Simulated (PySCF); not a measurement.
HgBr₂, SMILES [Br][Hg][Br].

The structure is a stationary point at B3LYP-D3(BJ)/def2-SVP. The isomer is the one that the SMILES or the coordinates give; other isomers of the formula were not compared. The def2 effective core potentials stand for the cores of Hg; spin–orbit coupling is left out.

Level of theory: TDDFT-PBE0/def2-SVPD (PySCF).

Vertical excitations; the highest root listed may be one member of a degenerate set. Isolated molecule, no solvent. State labels are in the subgroup D2h.

Computed excitation energies, oscillator strengths and character:
```json
[
 {"state": "S1", "symmetry": "B3g", "energy (eV)": "4.15", "λ (nm)": "299", "f": "0.000", "main pairs": "HOMO→LUMO (degenerate set)"},
 {"state": "S2", "symmetry": "B2g", "energy (eV)": "4.15", "λ (nm)": "299", "f": "0.000", "main pairs": "HOMO−1→LUMO (degenerate set)"},
 {"state": "S3", "symmetry": "B3u", "energy (eV)": "4.63", "λ (nm)": "268", "f": "0.012", "main pairs": "HOMO−2→LUMO (degenerate set)"},
 {"state": "S4", "symmetry": "B2u", "energy (eV)": "4.63", "λ (nm)": "268", "f": "0.012", "main pairs": "HOMO−3→LUMO (degenerate set)"},
 {"state": "S5", "symmetry": "B1u", "energy (eV)": "6.16", "λ (nm)": "201", "f": "0.222", "main pairs": "HOMO−4→LUMO 55 %, HOMO→LUMO+1 22 %, HOMO−1→LUMO+2 22 %"},
 {"state": "S6", "symmetry": "Au", "energy (eV)": "6.56", "λ (nm)": "189", "f": "0.000", "main pairs": "HOMO−1→LUMO+1 50 %, HOMO→LUMO+2 50 %"},
 {"state": "S7", "symmetry": "B1u", "energy (eV)": "6.57", "λ (nm)": "189", "f": "0.000", "main pairs": "HOMO−1→LUMO+2, HOMO→LUMO+1 (degenerate set)"},
 {"state": "S8", "symmetry": "Au", "energy (eV)": "6.57", "λ (nm)": "189", "f": "0.000", "main pairs": "HOMO→LUMO+2, HOMO−1→LUMO+1 (degenerate set)"},
 {"state": "S9", "symmetry": "Ag", "energy (eV)": "6.83", "λ (nm)": "182", "f": "0.000", "main pairs": "HOMO−5→LUMO 64 %, HOMO−2→LUMO+2 18 %, HOMO−3→LUMO+1 18 %"},
 {"state": "S10", "symmetry": "B1g", "energy (eV)": "7.02", "λ (nm)": "177", "f": "0.000", "main pairs": "HOMO−3→LUMO+2 50 %, HOMO−2→LUMO+1 50 %"},
 {"state": "T1", "symmetry": "B2g", "energy (eV)": "3.74", "λ (nm)": "331", "f": "0", "main pairs": "HOMO−1→LUMO (degenerate set)"},
 {"state": "T2", "symmetry": "B3g", "energy (eV)": "3.74", "λ (nm)": "331", "f": "0", "main pairs": "HOMO→LUMO (degenerate set)"},
 {"state": "T3", "symmetry": "B3u", "energy (eV)": "4.21", "λ (nm)": "295", "f": "0", "main pairs": "HOMO−2→LUMO (degenerate set)"},
 {"state": "T4", "symmetry": "B2u", "energy (eV)": "4.21", "λ (nm)": "295", "f": "0", "main pairs": "HOMO−3→LUMO (degenerate set)"}
]
```
Triplets are in the Tamm–Dancoff approximation, which puts them higher than full response would, so one can lie above its singlet here.
